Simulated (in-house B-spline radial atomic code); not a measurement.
## KLI/ALDAx excitations of B⁺

Method: KLI/ALDAx. Computed with a B-spline radial code for spherical atoms: linear response of the closed shell [He] 2s2 with the adiabatic LDA exchange kernel on the exchange-only KLI potential; non-relativistic, point nucleus, no spin-orbit coupling, no double excitations, S, P, D and F terms only.

Command:
```bash
python run_td.py task.json out
```
Settings (radii: box in bohr, nucleus in fm):
```
Z                        5
electrons                4
configuration            [He] 2s2
hamiltonian              nr
method                   kli
box_radius               41.61
intervals                68
```

Run time, properties included: 0.1 s on 1 thread of Arm Neoverse N1, with other jobs on the host.

The lowest states, in the order of their Tamm-Dancoff energies; the method's threshold (minus the highest occupied level) is 23.761 eV. Labels give the largest channel, * marks a mixed state, and oscillator strengths are full-response dipole values. Measured ¹D terms are left out, since they can mix with doubly excited terms. Semilocal kernels can invert the small singlet-triplet splittings of Rydberg terms. Energies in eV:

```json
{"state": "2s → 2p 3P", "full response": "2.929", "Tamm-Dancoff": "3.773", "oscillator strength": "-", "measured (J-weighted term)": "4.631"}
{"state": "2s → 2p 1P", "full response": "8.713", "Tamm-Dancoff": "9.328", "oscillator strength": "1.01", "measured (J-weighted term)": "9.100"}
{"state": "2s → 3s 3S", "full response": "14.732", "Tamm-Dancoff": "14.756", "oscillator strength": "-", "measured (J-weighted term)": "16.090"}
{"state": "2s → 3s 1S", "full response": "15.745", "Tamm-Dancoff": "15.770", "oscillator strength": "-", "measured (J-weighted term)": "-"}
{"state": "2s → 3p 3P", "full response": "?", "Tamm-Dancoff": "?", "oscillator strength": "-", "measured (J-weighted term)": "?"}
{"state": "2s → 3p 1P", "full response": "16.699", "Tamm-Dancoff": "16.729", "oscillator strength": "0.0911", "measured (J-weighted term)": "17.866"}
{"state": "2s → 3d 3D", "full response": "17.005", "Tamm-Dancoff": "17.030", "oscillator strength": "-", "measured (J-weighted term)": "18.678"}
{"state": "2s → 3d 1D", "full response": "17.450", "Tamm-Dancoff": "17.452", "oscillator strength": "-", "measured (J-weighted term)": "-"}
{"state": "2s → 4s 3S", "full response": "19.261", "Tamm-Dancoff": "19.268", "oscillator strength": "-", "measured (J-weighted term)": "-"}
{"state": "2s → 4s 1S", "full response": "?", "Tamm-Dancoff": "?", "oscillator strength": "-", "measured (J-weighted term)": "-"}
{"state": "2s → 4p 3P", "full response": "19.803", "Tamm-Dancoff": "19.810", "oscillator strength": "-", "measured (J-weighted term)": "-"}
{"state": "2s → 4p 1P", "full response": "19.948", "Tamm-Dancoff": "19.953", "oscillator strength": "0.0428", "measured (J-weighted term)": "-"}
{"state": "2s → 4d 3D", "full response": "20.110", "Tamm-Dancoff": "20.118", "oscillator strength": "-", "measured (J-weighted term)": "-"}
{"state": "2s → 4d 1D", "full response": "20.278", "Tamm-Dancoff": "20.279", "oscillator strength": "-", "measured (J-weighted term)": "-"}
{"state": "2s → 4f 3F", "full response": "20.283", "Tamm-Dancoff": "20.284", "oscillator strength": "-", "measured (J-weighted term)": "-"}
{"state": "2s → 4f 1F", "full response": "20.295", "Tamm-Dancoff": "20.296", "oscillator strength": "-", "measured (J-weighted term)": "-"}
```

Task: Where does 2s → 3p 3P lie?

Result: At 16.216 eV in full response, 16.242 eV in Tamm-Dancoff; measured 17.853 eV.

Task: Where does 2s → 4s 1S lie?

Result: At 19.570 eV in full response, 19.578 eV in Tamm-Dancoff.

Task: How large is the singlet-triplet splitting of 2s → 2p (P terms) in Tamm-Dancoff?

Result: 5.55 eV, from the unrounded values.

Task: What polarisabilities and dispersion coefficient does the method give?

Result: Dipole 10.56 bohr³, quadrupole 30.12 bohr⁵, C6 28.67 hartree·bohr⁶ for two such species.
